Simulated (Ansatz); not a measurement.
Z-matrix (Å, degrees):
```
Si
C 1 1.882
B 1 2.376 2 40.6
O 1 1.646 2 111.2 3 146.3
As 1 2.365 2 85.2 3 29.2
H 1 1.484 2 115.7 3 -86.2
H 2 1.087 1 124.9 3 127.1
H 2 1.101 1 97.9 3 -111.5
H 3 1.194 1 139.2 2 -104.8
H 4 0.959 1 117.4 2 -159.2
H 5 1.517 1 101.2 2 -116.0
```

Total charge 0; spin multiplicity 1.

List the PBE0/def2-TZVPP orbital energies in eV (Ansatz). (Best estimate.)

Computed: Occupied: -11597.63, -1803.49, -1468.21, -1311.65, -1311.64, -1311.63, -522.97, -277.86, -191.55, -185.11, -145.68, -138.25, -138.20, -138.15, -100.37, -100.34, -100.33, -44.68, -44.66, -44.63, -44.58, -44.57, -28.40, -20.50, -17.24, -15.60, -13.22, -12.77, -12.51, -11.00, -10.60, -9.85, -9.23, -8.60, -7.39, -7.20. Lowest empty: -1.63, 0.27, 0.63, 0.74, 1.37, 1.52, 2.15, 2.61.
